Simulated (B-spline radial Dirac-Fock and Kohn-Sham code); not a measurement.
**Relativistic shifts of the levels of Yb⁵⁵⁺**

System: Yb⁵⁵⁺, [Ne] 3s2 3p3.

Both columns are ΔSCF binding energies of the configuration average from an atomic code on a B-spline grid: non-relativistic Hartree-Fock with a point nucleus, and Dirac-Fock with a finite nucleus and the Coulomb interaction alone, averaged over the two j levels with weights 2j+1.

| shell | Hartree-Fock (eV) | Dirac-Fock (eV) | shift (eV) | shift (%) |
| --- | --- | --- | --- | --- |
| 1s | 61337.3 | 65846.4 | +4509.07 | +7.35 |
| 2s | 13300.8 | 14555.1 | +1254.30 | +9.43 |
| 3s | 5404.2 | 5787.6 | +383.47 | +7.10 |
| 3p | 5267.4 | 5438.4 | +171.04 | +3.25 |

Relativity binds 1s, 2s, 3s, 3p more strongly, among those listed most of all 2s in relative terms.

Values without a named source are computed, but for edge energies of neutral atoms, which are taken from tables.
